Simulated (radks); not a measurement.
Q: These are the eigenvalues of the occupied orbitals of an atom or ion with whole-number occupations (eV). All-electron calculation, scalar-relativistic Kohn-Sham, LDA (Slater exchange, Perdew-Wang correlation), spin-polarised, spherical densities, finite nucleus; Fermi nuclear charge, rms radius of each element as measured or else 0.836 A^(1/3) + 0.57 fm. Program: a radial shooting solver on a logarithmic mesh with Libxc functionals.

| orbital | eigenvalue |
|---|---|
| 1s up | -15009.71 |
| 1s down | -15009.70 |
| 2s up | -2005.377 |
| 2s down | -2005.372 |
| 2p up | -1779.380 |
| 2p down | -1779.374 |
| 3s up | -296.9284 |
| 3s down | -296.9190 |
| 3p up | -224.4550 |
| 3p down | -224.4450 |
| 3d up | -104.1499 |
| 3d down | -104.1388 |
| 4s up | -31.9262 |
| 4s down | -31.8887 |
| 4p up | -16.0075 |
| 4p down | -15.9345 |
| 5s up | -2.5464 |

Which element is it, and in what charge state? The configuration may be excited. Open shells, if any, are filled with parallel spins first.

A: Z = 37, rubidium, charge 0: Rb in [Kr] 5s1. The list shows which subshells hold electrons but not how many an open one holds; the 1s level, -551.6 hartree, gives Z - s = 33.2 by -(Z - s)^2/2, which with screening and relativity narrows Z to a few neighbours, and the depths of the outer levels then fix element, charge and occupations together.
